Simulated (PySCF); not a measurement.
Isomers of C4H9BO3. Theory: PBE0-D3(BJ)/def2-SVP geometry optimisation, gas phase in PySCF. One conformer each; no zero-point energy, no entropy. No frequencies were run at this level. Point groups hold within 0.08 Å.

**Question.** Rank from lowest to highest electronic energy at this level (kcal/mol).
A. `[CH3:1][O:2][C@@H:3]1[CH2:4][O:5][B:6]([CH3:7])[O:8]1` with C1–O2–C3–C4 -178°
B. `[CH3:1][CH2:2][O:3][B:4]1[O:5][CH2:6][CH2:7][O:8]1` with C1–C2–O3–B4 -85°, C2–O3–B4–O5 -2°, O3–B4–O5–C6 -175°, B4–O5–C6–C7 -11°, O5–C6–C7–O8 13°, C6–C7–O8–B4 -10°
C. `[CH3:1][O:2][C@H:3]1[CH2:4][CH2:5][O:6][BH:7][O:8]1` with C1–O2–C3–C4 176°, O2–C3–C4–C5 67°, C3–C4–C5–O6 53°, C4–C5–O6–B7 -27°, C5–O6–B7–O8 1°

**Answer.** B (0.0), A (23.1), C (31.6).

```json
{"SMILES": "CCOB1OCCO1", "E (Eh)": "-407.74734", "E rel (kcal/mol)": "0.0", "dipole (D)": "2.19", "point group": "C1", "A, B, C (MHz)": "4902, 1282, 1127"}
{"SMILES": "CO[C@@H]1COB(C)O1", "E (Eh)": "-407.71047", "E rel (kcal/mol)": "23.1", "dipole (D)": "1.65", "point group": "C1", "A, B, C (MHz)": "3911, 1491, 1183"}
{"SMILES": "CO[C@H]1CCOBO1", "E (Eh)": "-407.69696", "E rel (kcal/mol)": "31.6", "dipole (D)": "2.47", "point group": "C1", "A, B, C (MHz)": "3686, 1754, 1481"}
```

**Question.** How do the relative energies change in single points at KT3/pcSseg-1 (no added dispersion term) on the same geometries?

**Answer.** 
```tsv
SMILES	PBE0-D3(BJ)/def2-SVP (kcal/mol)	KT3/pcSseg-1 (kcal/mol)	shift
CCOB1OCCO1	0.0	0.0	0.0
CO[C@@H]1COB(C)O1	23.1	21.0	-2.1
CO[C@H]1CCOBO1	31.6	31.4	-0.2
```

Each column counts from its own lowest isomer. The order is unchanged; the largest shift is 2.1 kcal/mol.
